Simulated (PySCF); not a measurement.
Si(F)(Cl)(Et)(OH) (C₂H₆ClFOSi), SMILES CC[Si](O)(F)Cl. Geometry: PBE-D3(BJ)/def2-SVP. The values are those of a single conformer.

Computed equilibrium geometry at PBE-D3(BJ)/def2-SVP (PySCF confirms it by a frequency run) as a Z-matrix (one conformer of several):
```
C
H 1 1.1113
H 1 1.1121 2 106.02
C 1 1.5354 2 111.27 3 -121.06
H 4 1.1084 1 111.19 2 178.23
H 4 1.1085 5 107.79 1 122.37
H 4 1.1088 5 107.43 6 115.86
Si 1 1.8583 2 107.17 3 113.75
F 8 1.6354 1 110.62 2 -52.46
O 8 1.6599 9 109.87 1 120.63
H 10 0.9733 8 116.40 9 68.13
Cl 8 2.0802 9 105.45 10 118.63
```
